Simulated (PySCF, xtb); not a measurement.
1-ethynyl-1-methylcyclopropane (C₆H₈), SMILES C1C(C#C)(C1)C.

Harmonic wavenumbers (cm⁻¹) from GFN2-xTB run with xtb 6.7.1 at its own minimum, in rising order: 153, 155, 189, 324, 330, 457, 467, 654, 669, 705, 803, 900, 923, 937, 976, 1056, 1064, 1095, 1107, 1149, 1283, 1365, 1409, 1433, 1481, 1487, 1498, 2282, 3015, 3024, 3035, 3086, 3087, 3093, 3109, 3396.

Task: What does PBE-D3(BJ)/def2-SVP (PySCF) give at its own minimum? (An estimate is asked for; the answer gives what the named calculation found.)

Result: 167, 193, 229, 328, 334, 522, 528, 602, 657, 657, 760, 830, 898, 902, 930, 996, 1019, 1049, 1063, 1136, 1263, 1292, 1346, 1380, 1406, 1420, 1434, 2159, 2972, 3064, 3064, 3066, 3069, 3161, 3171, 3410. Paired by order, the mean absolute difference is 44 cm⁻¹ and the zero-point energies are 73.2 and 72.2 kcal/mol.
